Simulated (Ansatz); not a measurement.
C₂H₃AuFN (`CC#[N+][Au-][F]`). Total charge 0; spin multiplicity 1. Au takes the def2 core potential. The geometry is a stationary point of PBE0-D4/def2-TZVP.

```xyz
8

C     0.629   -1.615    0.022
C     0.106   -0.271    0.004
N    -0.310    0.796   -0.011
Au   -1.010    2.591   -0.035
F    -1.707    4.380   -0.059
H     1.648   -1.611    0.414
H     0.005   -2.247    0.656
H     0.639   -2.023   -0.991
```

What is the dipole moment at B3LYP/def2-TZVPP? (Estimate.)

Computed: 10.22 D, with components (3.71, -9.52, 0.13) D in this frame, pointing from negative to positive charge.

And with PBE, r2SCAN, ωB97M-V? (Best estimate.)

The calculation gave: PBE 9.51 D, r2SCAN 9.93 D, ωB97M-V 10.69 D.

Give the Mulliken charges with B3LYP, ωB97M-V, PBE in def2-TZVPP. (An estimate is asked.)

The calculation gave: 
| atom | B3LYP | ωB97M-V | PBE |
| --- | --- | --- | --- |
| C1 | -0.13 | -0.18 | -0.10 |
| C2 | -0.09 | 0.00 | -0.17 |
| N3 | -0.02 | -0.09 | 0.05 |
| Au4 | 0.32 | 0.33 | 0.25 |
| F5 | -0.49 | -0.50 | -0.43 |
| H6 | 0.13 | 0.15 | 0.13 |
| H7 | 0.13 | 0.15 | 0.13 |
| H8 | 0.13 | 0.15 | 0.13 |

B3LYP here is the variant with VWN-RPA as its local correlation; programs differ in this.
